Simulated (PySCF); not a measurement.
GaH, SMILES [GaH] (connectivity only; charge and spin as stated), neutral, multiplicity 1. The structure is a stationary point at PBE0-D3(BJ)/def2-TZVPD.

PySCF 2.14.0 with TDA-LC-ωPBE/def2-TZVPD puts the lowest singlet excitations at 3.06, 3.06, 5.87, 7.21, 7.43, 7.43 eV.

### Question
What are the lowest excitation roots from PySCF with ADC(2)/aug-cc-pVDZ? (The exact figures need the calculation; the answer reports its results.)

### Answer
3.07, 3.07, 5.52, 6.23, 6.41, 6.41 eV. S1 differs by 0.02 eV (second minus first; roots are paired by order, and the bases may differ).
